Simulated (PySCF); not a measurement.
Cl3H3OSi2, SMILES Cl[SiH2]O[SiH](Cl)Cl.

Geometry: B3LYP-D3(BJ)/def2-SVP. This is a generated structure with no PubChem entry under its InChIKey; it may be hypothetical. Other conformers were not sampled.

All values below come from ωB97X/def2-TZVP (PySCF).

Gas-phase values at a fixed geometry.

Estimate the frontier levels, gap, dipole moment and polarisability. (An estimate is asked for; the answer gives what the named calculation found.)


```yaml
highest_occupied_level: -11.55 eV
lowest_empty_level: 2.00 eV
orbital_gap: 13.55 eV
dipole_moment: 0.206 e·Å
quadrupole, principal values (traceless, Buckingham form, about the centre of nuclear charge): -6.78, -0.13, 6.91 D·Å
mean_static_polarisability: 81.5 bohr³ (12.08 Å³)
polarisability_principal_values: 70.1, 79.3, 95.1 bohr³
```
